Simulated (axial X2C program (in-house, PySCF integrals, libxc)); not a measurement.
ScH: cheaper levels and CCSD(T), two-component

Calculated with an in-house all-electron X2C program for linear molecules (integrals from PySCF). Two-component (2c) means X2C with spin–orbit coupling and atomic mean-field two-electron Coulomb and Gaunt terms. Basis: Sc dyall-cv3z [10s11p7d5f2g], H dyall-v3z [6s2p1d] (cores contracted in-house); Gaussian nuclei, density fitting, unrestricted open shells. Masses: Sc 44.956 u, H 1.008 u.

State: Ω = 1 (⟨Sz⟩ = -1.00, ⟨Lz⟩ = 2.00 at HF); fragments Sc + H.

```
level  Re (Å)  ωe (cm⁻¹)  De (eV)
 PBE0   1.849     1480.4     2.28
   HF   1.935     1425.3     1.79
  MP2   1.874     1466.7      n/a
 CCSD   1.889     1441.9     2.05
```

Correlated methods: 12 electrons correlated (number of frozen shells: Sc 2 s, 1 p; H none), 234 virtual spin orbitals or spinors in MP2, 90 natural virtuals in coupled cluster.

CCSD(T), same Hamiltonian and basis:

Re = 1.885 Å, ωe = 1442.2 cm⁻¹, De = 2.00 eV; T1 = 0.024 (Lee–Taylor normalisation).

Question: Give the differences from CCSD(T) in the columns below.

Answer: 

```json
{"level": "PBE0", "ΔRe (Å)": "-0.036", "Δωe (cm⁻¹)": "38", "ΔDe (eV)": "0.28"}
{"level": "HF", "ΔRe (Å)": "0.050", "Δωe (cm⁻¹)": "-17", "ΔDe (eV)": "-0.21"}
{"level": "MP2", "ΔRe (Å)": "-0.011", "Δωe (cm⁻¹)": "24", "ΔDe (eV)": "n/a"}
{"level": "CCSD", "ΔRe (Å)": "0.004", "Δωe (cm⁻¹)": "0", "ΔDe (eV)": "0.05"}
```

The state is a single determinant with fixed occupations, the lowest that a limited PBE0 search found. Dissociation energies refer to the lowest single-determinant-based atoms at the same level and basis. De is not given where an atomic determinant may have missed its ground term or J level, or where the truncated virtual space spoils (T). Density functionals use the spin component along the axis (collinear). CCSD and (T) use frozen natural virtuals with an MP2 correction for the truncation; (T) itself is uncorrected, so its De runs slightly low. The 2c atoms are single determinants rather than J levels; their spin–orbit lowering is only partly caught, and De is too large by that part. This holds for PBE0. PBE0 can misorder states that lie within some tenths of an eV, so this need not be the ground state of the molecule. The nearest other 2c determinant of the search, Ω = 3, lies 0.02 eV up at the distance of the search. The functionals have no current-density term, which raises determinants with orbital currents, atoms included. With several unpaired electrons one determinant need not be a pure state.
